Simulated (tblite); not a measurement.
A tight-binding relaxation on `C=CC1=C[CH2][Ga]([C]#CC)[CH2]1`.

Computed with GFN2-xTB geometry optimisation, gas phase (tblite 0.8.0). Start geometry: from a force field or distance geometry. The input is one job of a driver script: a line of settings, then coordinates in Å.

Command:
```bash
OMP_NUM_THREADS=1 python probes_run.py task.json out
```

Input:
```
{"job": {"kind": "relax", "xc": "GFN2-xTB", "basis": "xTB"}, "charge": 0, "multiplicity": 1}
C     -3.844600     1.250000     0.998700
C     -3.515600     0.225100     0.279200
C     -2.063000    -0.245700     0.194900
C     -1.784800    -1.259100    -0.528300
C     -0.338200    -1.635300    -0.543100
Ga     0.476000     0.291700    -0.464700
C      2.667500     0.351700    -0.391300
C      3.873400     0.391800    -0.335200
C      5.343000     0.444600    -0.296200
C     -1.049200     0.463400     0.944100
H     -3.239100     1.891300     1.581500
H     -4.932800     1.505000     1.006200
H     -4.287300    -0.310800    -0.230800
H     -2.490900    -1.893300    -1.104700
H      0.027400    -1.954200    -1.516700
H     -0.010900    -2.199500     0.340500
H      5.682300     0.164300     0.730500
H      5.721900    -0.276400    -1.044300
H      5.673700     1.484700    -0.519600
H     -0.568300    -0.145100     1.745800
H     -1.349400     1.472500     1.307800
```

Output:
```
step      E/eV     max force
  0    -703.74481    5.823
  1    -704.15165    3.291
  2    -704.38546    2.091
  3    -704.48622    3.333
  4    -704.66305    1.269
  5    -704.77912    0.855
  6    -704.82595    0.776
  7    -704.87355    0.705
  8    -704.92606    0.374
  9    -704.94355    0.292
... (198 lines left out)
208    -705.15944    0.015
209    -705.15949    0.021
210    -705.15956    0.021
211    -705.15962    0.020
212    -705.15967    0.014
213    -705.15972    0.013
214    -705.15977    0.013
215    -705.15981    0.010
216    -705.15983    0.011
217    -705.15984    0.008
```

«max force» is the largest atomic force in eV/Å.

Q: From which step on does the largest force stay under 0.1 eV/Å, and how much energy is left to gain from there?

A: From step 192 (0.077 eV/Å), 2.1 meV above the end.

Summary of the converged run: energy lowered by 32.6 kcal/mol over 217 steps; largest atomic force 0.008 eV/Å at the end.

Q: Where do the atoms end?

A: 1.965 Å rms from the input after alignment:
```
atom  x, y, z in Å
C1    -1.9890    2.0748    0.4906
C2    -1.6404    0.9997   -0.2106
C3    -1.4947   -0.3563    0.2889
C4    -1.1026   -1.3523   -0.6119
C5    -0.7123   -2.6257   -0.1805
Ga6    0.5616   -1.4980    1.3377
C7     1.7950   -0.2096    0.3985
C8     2.6547    0.4748   -0.1144
C9     3.6436    1.3188   -0.7615
C10   -1.4846   -0.6687    1.6726
H11   -2.1997    2.0439    1.5459
H12   -2.0725    3.0411    0.0242
H13   -1.4572    1.1096   -1.2731
H14   -0.8966   -1.0597   -1.6345
H15   -0.3227   -3.3021   -0.9324
H16   -1.3223   -3.1306    0.5670
H17    4.4675    1.5221   -0.0768
H18    4.0366    0.8192   -1.6476
H19    3.1920    2.2647   -1.0617
H20   -1.9751   -1.5935    1.9765
H21   -1.6901    0.1447    2.3574
```

Q: Estimate the wall time. Hardware: Arm Neoverse V1, one thread, no GPU, shared host.

A: About 2.2 s.
Labels such as C1 count atoms from 1, the log's own numbers from 0.
